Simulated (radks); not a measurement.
Values are calculated unless marked as measured or tabulated.
Fractional charge and spin in the 6s shell of samarium: the spin-up occupation runs from 0 to 1 and the spin-down occupation from 0 to 1; the fullest corner is Sm, [Xe] 4f(up 3, down 3) 6s(up 1, down 1). Code: a radial shooting solver on a logarithmic mesh with Libxc functionals. Model: scalar-relativistic Kohn-Sham, PBE, spin-polarised, spherical densities, point nucleus. Energy (eV) above the fullest corner. The planes named below are the two flat planes that join the four corners, with an edge along up + down = one added electron.

down \ up,0,0.25,0.5,0.75,1
0,17.036,13.733,10.760,8.110,5.773
0.25,13.733,10.810,8.202,5.904,3.908
0.5,10.760,8.202,5.947,3.991,2.328
0.75,8.110,5.904,3.991,2.368,1.028
1,5.773,3.908,2.328,1.028,0.000

Corners above the fullest one (they belong to Sm+ and the next ion): (up 1, down 0) 5.773 eV, (up 0, down 1) 5.773 eV, (up 0, down 0) 17.036 eV. With half an added electron in each spin the energy lies 0.174 eV from the planes, and with half an added electron in spin up alone -0.644 eV. The planes are only a guide here: the flat-plane condition holds for ground states with one frontier orbital, while this shell lies below other occupied shells, so the corners above the fullest one are inner-hole states and not the ground states of those ions.
